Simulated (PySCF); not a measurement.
**Computed properties of Al(F)2(NH2) (AlF2H2N), SMILES [NH2][Al]([F])[F]**

AlF2H2N, SMILES [NH2][Al]([F])[F]. Geometry: PBE0-D3(BJ)/def2-SVP. The values are those of a single conformer. All values are computed for the isolated molecule unless a solvent is named; none is compared with measurement here.

**Structure.** The optimised structure has C2v symmetry. All 12 harmonic modes at PBE0-D3(BJ)/def2-SVP (PySCF) are real, so it is a minimum. With heavy atoms numbered as in [Al:1]([F:2])([F:3])[NH2:4], the shortest bond between them is Al1–F2 at 1.655 Å and the longest Al1–N4 at 1.749 Å.

**Vibrations.** The strongest infrared lines (harmonic, unscaled, degenerate partners summed) lie at 399 cm⁻¹ (184 km/mol, H 81 %, N 18 %), 969 cm⁻¹ (169 km/mol, Al 53 %, F 45 %), 952 cm⁻¹ (159 km/mol, Al 50 %, N 27 %, F 17 %). The softest mode is at 200 cm⁻¹ and the zero-point energy is 19.5 kcal/mol.

**Electronic structure.** r2SCAN/def2-TZVPD (PySCF) places the frontier levels at -6.96 and -1.30 eV, a gap of 5.66 eV, and gives a dipole moment of 2.59 D and a mean polarisability of 32.3 bohr³.

**Excitations.** TDA-PBE0/def2-SVPD (PySCF) has S1 at 5.82 eV (213 nm, f = 0.070, bright); the most intense of the 10 singlets computed lies at 9.26 eV (f = 0.22). T1 (TDA) is at 5.35 eV, 0.47 eV under S1. No vertical singlet excitation falls in the visible range (under 3.1 eV).

**NMR.** GIAO shifts at PBE0/pcSseg-2 (PySCF) (non-relativistic, atoms alike by connectivity averaged): ¹H at 0.7 ppm against TMS; ¹⁹F at -216.9 ppm against CFCl3.
